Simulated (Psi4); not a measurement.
CH3AlCl2O (SMILES C[O][Al]([Cl])[Cl]): methods side by side

The species is CH3AlCl2O (8 atoms), meant as a singlet with charge 0. As SMILES, `C[O][Al]([Cl])[Cl]`. Geometry: optimised at PBE0/def2-TZVP.

Each level gives the HOMO–LUMO gap (eV). The values are calculated.

```tsv
level	kind	program	value (eV)	CPU time
PBE-D4/def2-TZVPP (density fitting)	GGA	Psi4	5.41	75 s
r2SCAN-D4/def2-TZVPP (density fitting)	meta-GGA	Psi4	6.20	4 min
B3LYP-D4/def2-TZVPP (density fitting)	global hybrid	Psi4	7.30	1.8 min
PBE0-D4/def2-TZVPP (density fitting)	global hybrid	Psi4	7.82	1.7 min
wB97M-V/def2-TZVPP (density fitting)	range-separated hybrid	Psi4	11.97	5.1 min
```

The values span 5.41 to 11.97 eV. Orbital gaps aren't excitation energies; they tend to grow with the share of exact exchange. CPU times are rough (shared hosts, several kinds of processor): they show what a rung costs within a factor of a few.
